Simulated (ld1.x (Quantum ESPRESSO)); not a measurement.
**Transferability test, PAW potential for Yb (Z = 70)**

ld1.x (Quantum ESPRESSO) 7.5 input, shortened:

```
&input
   title='Yb', zed=70., rel=2, dft='PBESOL', iswitch=3,
   config='[Xe] 4f13 5d1 6s1.75 6p0.25', rel_dist='average'
 /
 &inputp
   pseudotype=3, lpaw=.true., tm=.true., lloc=-1, rcloc=2.25,
   nlcc=.false.,
   which_augfun='BESSEL', rmatch_augfun=1.80
 /
6
5S  1  0   2.00   0.00  1.55  1.65  0.0
6S  2  0   1.75   0.00  1.55  1.65  0.0
5P  2  1   6.00   0.00  2.20  2.55  0.0
6P  3  1   0.25   0.00  2.20  2.55  0.0
5D  3  2   1.00   0.00  2.30  2.90  0.0
5D  3  2   0.00  -0.10  2.30  2.90  0.0
 &test
   configts(1)='5s2 5p6 5d1 6s1.75 6p0.25'
 /
```

Open shells are filled in proportion to 2j + 1 (rel_dist='average').

Energies are relative to the spin-unpolarised reference configuration 5s2 5p6 5d1 6s1.75 6p0.25; without spin polarisation the order of configurations can differ from experiment. Not all tests gave a result: test run stopped at test 7 of 7 (negative rho), 2 before it not solved. Left out of the table: 5s2 5p6 5d2 6s1 6p0 (pseudo-atom not self-consistent, printed error -100 meV); 5s2 5p6 5d0 6s0 6p0 (solver errors, printed error +25.0 eV).

| valence configuration | charge | ΔE all-electron (eV) | error AE − PS (meV) |
| --- | --- | --- | --- |
| 5s2 5p6 5d1 6s1 6p0 | +1 | 6.463 | -0.8 |
| 5s2 5p6 5d1 6s0 6p1 | +1 | 10.597 | +103 |

(1) What are ΔE and the potential's error for 5s2 5p6 5d1 6s0 6p0?

(2) What are ΔE and the potential's error for 5s2 5p6 5d1 6s2 6p0?

The ghost test of this file was not conclusive.

## Answers

(1) ΔE = 19.511 eV all-electron; the error (AE − PS) is -17 meV.

(2) ΔE = -0.819 eV all-electron; the error (AE − PS) is +1.4 meV.

ld1.x printed “convergence not achieved” for 4 of the counted tests; their residual had stalled under 1e-8, short of the target of 1e-14.
